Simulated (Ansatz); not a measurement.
C3H4BCl at its PBE0-D4/def2-TZVP geometry, where that method's forces vanish. The species carries charge 0 and has multiplicity 1. The bonds changed during the relaxation, so this is another structure than the one it started from.

```xyz
9

B     1.0673    0.3333    0.8993
C    -0.1898    0.1265   -0.0345
Cl    1.8937   -1.2874    0.3283
C    -0.8024    0.2055   -1.2753
C    -1.4211   -0.4532   -0.2968
H     0.7731    0.2729    2.0640
H     1.7213    1.2851    0.5631
H    -0.7789    0.5486   -2.2977
H    -2.2633   -1.0314    0.0496
```

Problem. What forces (eV/Å) does r2SCAN-D4/def2-TZVPP give on these atoms in Ansatz? (Estimate.)

Solution. Ansatz gave: 
```
B1  -0.084  0.178  0.067
C2   0.266  0.064  0.211
Cl3  0.056 -0.127 -0.050
C4  -0.040  0.051 -0.244
C5  -0.213 -0.133  0.029
H6   0.021 -0.006 -0.024
H7  -0.002 -0.030  0.012
H8  -0.007 -0.004  0.008
H9   0.003  0.007 -0.009
```
